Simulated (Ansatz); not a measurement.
Job for Ansatz (a quantum-chemistry and plane-wave program): R-PBE/def2-TZVPP on H4O3Sn (SMILES [OH][SnH]([OH])[OH]), a point of a torsion scan. Elements past Kr take the def2 small-core potentials; no spin–orbit coupling.

Ansatz 0.2 input:
```yaml
crystal:
  periodic: [false, false, false]
  atoms:
    - {symbol: O, position_ang: [1.47430094, 0.45561930, -0.60059311]}
    - {symbol: Sn, position_ang: [-0.03914961, -0.12950977, 0.45243226]}
    - {symbol: O, position_ang: [-0.70018211, 1.51379465, 1.17525990]}
    - {symbol: O, position_ang: [-1.35846279, -0.73723467, -0.76004935]}
    - {symbol: H, position_ang: [2.34735226, 0.12553812, -0.39750253]}
    - {symbol: H, position_ang: [0.21602114, -1.33053933, 1.54744593]}
    - {symbol: H, position_ang: [-0.07598083, 2.23951185, 1.16111771]}
    - {symbol: H, position_ang: [-1.62492507, -0.09318877, -1.41799240]}
basis:
  gaussian:
    orbitals: def2-TZVPP
hamiltonian:
  xc: {name: PBE}
scf: {lower_state_search: off}
```

The log:

```
WARN ansatz: RAYON_NUM_THREADS=1 ignored (pool sized by the plan → 1); use --threads N
Functional definition: PBE
these checks for a lower state are left out or cut short: stability, starts, cluster_reference, orbital_swaps, neighbouring_geometries, increment
integrals: 0.10 GiB planned
1077 factors; their error is unknown
mean field: 0.74 GiB planned
mean field evaluation 1: about -12015.3984 eV, gradient 1.1e2 eV
mean field evaluation 2: about -11885.4184 eV, gradient 2.6e2 eV
mean field evaluation 4: about -12034.3635 eV, gradient 2.2e1 eV
mean field evaluation 8: about -12035.2314 eV, gradient 8.9e-2 eV
mean field evaluation 16: about -12035.2253 eV, gradient 4.2e-5 eV
mean field -12035.22533584 eV, -442.2863733235 hartree, gradient 3.4e-6 eV, S^2 0.000000; 0 other end points of the search recorded, 0 dependent functions left out
reference -12035.22538889 eV, -442.2863752731 hartree; 25, 25 occupied and 174, 174 virtual orbitals, 1077 factors
Total energy: -12035.22538889 eV, -442.2863752731 hartree
Checks for a lower state left out: stability, starts, cluster_reference, orbital_swaps, neighbouring_geometries, increment
```

The run converged.

Cost: very roughly 1.9 core-seconds.
